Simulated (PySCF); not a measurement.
SeBrI, SMILES Br[Se]I. Coordinates come from a B3LYP-D3(BJ)/def2-SVP optimisation. The def2 effective core potentials stand for the cores of I; spin–orbit coupling is left out.

Method: B3LYP-D3(BJ)/def2-SVP (PySCF).

Harmonic wavenumbers (cm⁻¹): 86, 234, 281. Rotational constants (GHz): 3.983, 0.6722, 0.5752; symmetry number 1.

Task: Work out the zero-point energy and the ideal-gas rigid-rotor harmonic-oscillator thermochemistry at 298.15 K and 1 atm.

Result: ZPE = ½ Σ hcν = ½ × 601 cm⁻¹ = 0.86 kcal/mol. H − E(el) = 4.31 kcal/mol. Entropy in cal/(mol K): translation 42.85, rotation 29.72, vibration 7.12, total 79.69. G − E(el) = -19.45 kcal/mol. Cp = 13.41 cal/(mol K). Modes under 150 cm⁻¹ make the vibrational entropy uncertain.
